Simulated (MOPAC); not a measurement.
A run for MOPAC: PM3 on C3H11N (a complex).

```
PM3 1SCF PRECISE CHARGE=0 THREADS=1
C3H11N

N      0.29598717 1     0.12897206 1     0.48378762 1
H      0.13375224 1     0.82385738 1     1.20355977 1
H      0.96485550 1     0.52019505 1    -0.16961120 1
H     -0.57747096 1     0.00290596 1    -0.01482641 1
C      1.26108283 1     0.07132985 1     4.10193564 1
C     -0.22175371 1     0.43336108 1     4.13342418 1
C     -1.12185476 1    -0.74728944 1     3.77771912 1
H      1.88980626 1     0.92945729 1     4.34880245 1
H      1.48209944 1    -0.72040597 1     4.82218084 1
H      1.54992655 1    -0.29102488 1     3.11315278 1
H     -0.41188846 1     1.25978363 1     3.43964446 1
H     -0.48706387 1     0.81319836 1     5.12472538 1
H     -2.17735944 1    -0.46744592 1     3.79387818 1
H     -0.88369916 1    -1.12828698 1     2.78247626 1
H     -0.98470653 1    -1.56706204 1     4.48737757 1
```

The log:

```
*******************************************************************************
 **                                                                           **
 **                              MOPAC v23.2.5                                **
 **                                                                           **
 *******************************************************************************
 ** MOPAC's Digital Object Identifier: https://doi.org/10.5281/zenodo.6511958 **
 **                                                                           **
 ** Please cite the open-source release paper for use of this MOPAC version:  **
 ** J. E. Moussa and J. J. P. Stewart (2026)                                  **
 ** MOPAC: An open-source semiempirical molecular orbital program             **
 ** J. Open Source Softw., 11(119), 8025, https://doi.org/10.21105/joss.08025 **
 *******************************************************************************

                              PM3 CALCULATION RESULTS

 *******************************************************************************
 *  PM3        - The PM3 Hamiltonian to be used
 *
 *
 *
 *                 CHARGE ON SYSTEM = 0
 *
 *
 *
 *  PRECISE    - TIGHTER CRITERIA TO BE USED
 *  1SCF       - DO 1 SCF AND THEN STOP
 *  THREADS=1  - MULTI-THREADING NOT USED
 *  T=         - A TIME OF 172800.0 SECONDS REQUESTED
 *  DUMP=N     - RESTART FILE WRITTEN EVERY 7200.0 SECONDS REQUESTED
 *******************************************************************************
PM3 1SCF PRECISE CHARGE=0 THREADS=1
 C3H11N

   ATOM   CHEMICAL          X               Y               Z
  NUMBER   SYMBOL      (ANGSTROMS)     (ANGSTROMS)     (ANGSTROMS)

     1       N          0.29598717  *   0.12897206  *   0.48378762  *
     2       H          0.13375224  *   0.82385738  *   1.20355977  *
     3       H          0.96485550  *   0.52019505  *  -0.16961120  *
     4       H         -0.57747096  *   0.00290596  *  -0.01482641  *
     5       C          1.26108283  *   0.07132985  *   4.10193564  *
     6       C         -0.22175371  *   0.43336108  *   4.13342418  *
     7       C         -1.12185476  *  -0.74728944  *   3.77771912  *
     8       H          1.88980626  *   0.92945729  *   4.34880245  *
     9       H          1.48209944  *  -0.72040597  *   4.82218084  *
    10       H          1.54992655  *  -0.29102488  *   3.11315278  *
    11       H         -0.41188846  *   1.25978363  *   3.43964446  *
    12       H         -0.48706387  *   0.81319836  *   5.12472538  *
    13       H         -2.17735944  *  -0.46744592  *   3.79387818  *
    14       H         -0.88369916  *  -1.12828698  *   2.78247626  *
    15       H         -0.98470653  *  -1.56706204  *   4.48737757  *



          CARTESIAN COORDINATES

    NO.       ATOM           X           Y           Z

     1         N          0.2960      0.1290      0.4838
     2         H          0.1338      0.8239      1.2036
     3         H          0.9649      0.5202     -0.1696
     4         H         -0.5775      0.0029     -0.0148
     5         C          1.2611      0.0713      4.1019
     6         C         -0.2218      0.4334      4.1334
     7         C         -1.1219     -0.7473      3.7777
     8         H          1.8898      0.9295      4.3488
     9         H          1.4821     -0.7204      4.8222
    10         H          1.5499     -0.2910      3.1132
    11         H         -0.4119      1.2598      3.4396
    12         H         -0.4871      0.8132      5.1247
    13         H         -2.1774     -0.4674      3.7939
    14         H         -0.8837     -1.1283      2.7825
    15         H         -0.9847     -1.5671      4.4874

  H: (PM3): J. J. P. STEWART, J. COMP. CHEM. 10, 209 (1989).
  C: (PM3): J. J. P. STEWART, J. COMP. CHEM. 10, 209 (1989).
  N: (PM3): J. J. P. STEWART, J. COMP. CHEM. 10, 209 (1989).

           Empirical Formula: C3 H11 N  =    15 atoms



      MOLECULAR POINT GROUP   :   C1


      RHF CALCULATION, NO. OF DOUBLY OCCUPIED LEVELS = 14


 -------------------------------------------------------------------------------
 PM3 1SCF PRECISE CHARGE=0 THREADS=1
 C3H11N



     1SCF WAS SPECIFIED, SO BFGS WAS NOT USED
     SCF FIELD WAS ACHIEVED


                              PM3 CALCULATION
                                                       MOPAC v23.2.5 Linux




          FINAL HEAT OF FORMATION =        -26.24256 KCAL/MOL =    -109.79887 KJ/MOL


          COSMO AREA              =        128.93 SQUARE ANGSTROMS
          COSMO VOLUME            =        112.80 CUBIC ANGSTROMS

          IONIZATION POTENTIAL    =          9.765315 EV
          HOMO LUMO ENERGIES (EV) =         -9.765  3.229
          NO. OF FILLED LEVELS    =         14
          MOLECULAR WEIGHT        =         61.1266         POINT GROUP:  C1

          MOLECULAR DIMENSIONS (Angstroms)

            Atom       Atom       Distance
            H    12    H     3     5.49763
            H    13    H     8     4.31099
            H    11    H     9     2.63229


          SCF CALCULATIONS        =          1





   ATOM   CHEMICAL          X               Y               Z
  NUMBER   SYMBOL      (ANGSTROMS)     (ANGSTROMS)     (ANGSTROMS)

     1       N          0.29598717  *   0.12897206  *   0.48378762  *
     2       H          0.13375224  *   0.82385738  *   1.20355977  *
     3       H          0.96485550  *   0.52019505  *  -0.16961120  *
     4       H         -0.57747096  *   0.00290596  *  -0.01482641  *
     5       C          1.26108283  *   0.07132985  *   4.10193564  *
     6       C         -0.22175371  *   0.43336108  *   4.13342418  *
     7       C         -1.12185476  *  -0.74728944  *   3.77771912  *
     8       H          1.88980626  *   0.92945729  *   4.34880245  *
     9       H          1.48209944  *  -0.72040597  *   4.82218084  *
    10       H          1.54992655  *  -0.29102488  *   3.11315278  *
    11       H         -0.41188846  *   1.25978363  *   3.43964446  *
    12       H         -0.48706387  *   0.81319836  *   5.12472538  *
    13       H         -2.17735944  *  -0.46744592  *   3.79387818  *
    14       H         -0.88369916  *  -1.12828698  *   2.78247626  *
    15       H         -0.98470653  *  -1.56706204  *   4.48737757  *

                             CARTESIAN COORDINATES

   1    N        0.295987170     0.128972060     0.483787620
   2    H        0.133752240     0.823857380     1.203559770
   3    H        0.964855500     0.520195050    -0.169611200
   4    H       -0.577470960     0.002905960    -0.014826410
   5    C        1.261082830     0.071329850     4.101935640
   6    C       -0.221753710     0.433361080     4.133424180
   7    C       -1.121854760    -0.747289440     3.777719120
   8    H        1.889806260     0.929457290     4.348802450
   9    H        1.482099440    -0.720405970     4.822180840
  10    H        1.549926550    -0.291024880     3.113152780
  11    H       -0.411888460     1.259783630     3.439644460
  12    H       -0.487063870     0.813198360     5.124725380
  13    H       -2.177359440    -0.467445920     3.793878180
  14    H       -0.883699160    -1.128286980     2.782476260
  15    H       -0.984706530    -1.567062040     4.487377570


           Empirical Formula: C3 H11 N  =    15 atoms



      MOLECULAR POINT GROUP   :   C1


                  EIGENVALUES
 -36.51748 -28.55717 -27.08352 -21.12772 -16.11089 -15.26237 -15.03594 -14.79458
 -14.05948 -13.00552 -12.38373 -12.14676 -11.48793  -9.76531   3.22942   3.75854
   4.01852   4.19111   4.20188   4.58270   4.59645   4.70007   5.09912   5.11225
   5.19181   5.21434   5.26672


              NET ATOMIC CHARGES AND DIPOLE CONTRIBUTIONS

  ATOM NO.   TYPE          CHARGE      No. of ELECS.   s-Pop       p-Pop
    1          N          -0.006756        5.0068     1.43638     3.57037
    2          H           0.005715        0.9943     0.99428
    3          H           0.000211        0.9998     0.99979
    4          H           0.000317        0.9997     0.99968
    5          C          -0.114937        4.1149     1.13935     2.97558
    6          C          -0.091427        4.0914     1.15592     2.93551
    7          C          -0.115316        4.1153     1.13944     2.97588
    8          H           0.035091        0.9649     0.96491
    9          H           0.037155        0.9628     0.96285
   10          H           0.048993        0.9510     0.95101
   11          H           0.038082        0.9619     0.96192
   12          H           0.042092        0.9579     0.95791
   13          H           0.034817        0.9652     0.96518
   14          H           0.048559        0.9514     0.95144
   15          H           0.037403        0.9626     0.96260
 DIPOLE           X         Y         Z       TOTAL
 POINT-CHG.     0.044    -0.065    -0.074     0.108
 HYBRID        -0.521     1.353    -0.589     1.565
 SUM           -0.478     1.288    -0.663     1.525


          ATOMIC ORBITAL ELECTRON POPULATIONS

     Atom    s        px        py        pz
    1  N   1.43638   1.04719   1.44777   1.07541
    2  H   0.99428
    3  H   0.99979
    4  H   0.99968
    5  C   1.13935   0.95364   1.00448   1.01746
    6  C   1.15592   0.95439   0.97493   1.00619
    7  C   1.13944   0.98251   0.97829   1.01508
    8  H   0.96491
    9  H   0.96285
   10  H   0.95101
   11  H   0.96192
   12  H   0.95791
   13  H   0.96518
   14  H   0.95144
   15  H   0.96260

 **********************
 *                    *
 * JOB ENDED NORMALLY *
 *                    *
 **********************




 == MOPAC DONE ==
```

The run finished.

Cost: about 0.020 core-seconds (a rough figure).
